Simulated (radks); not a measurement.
Species: Ca XV. Configuration: [He] 2s2 2p2. Calculated with a radial shooting solver on a logarithmic mesh with Libxc functionals: scalar-relativistic Kohn-Sham, PBE, spin-polarised, spherical densities, finite nucleus; open shells are filled with parallel spins first; Fermi nuclear charge, rms radius 3.4776 fm. Some entries of the table are withheld. Estimate them.

orbital  occ.  eigenvalue (eV)  <r> (bohr)  r(max) (bohr)
1s up       1        -4583.561     0.07656        0.05023
1s down     1        -4575.411     0.07642        0.05019
2s up       1        -915.2672         (1)            (2)
2s down     1        -899.7022         (3)            (4)
2p up       2              (5)      0.2890         0.2270
2p down     0              (6)      0.2916         0.2287

Answer. 
(1) 2s up <r> (bohr): 0.3325
(2) 2s up r(max) (bohr): 0.2833
(3) 2s down <r> (bohr): 0.3349
(4) 2s down r(max) (bohr): 0.2847
(5) 2p up eigenvalue (eV): -858.2810
(6) 2p down eigenvalue (eV): -840.0934
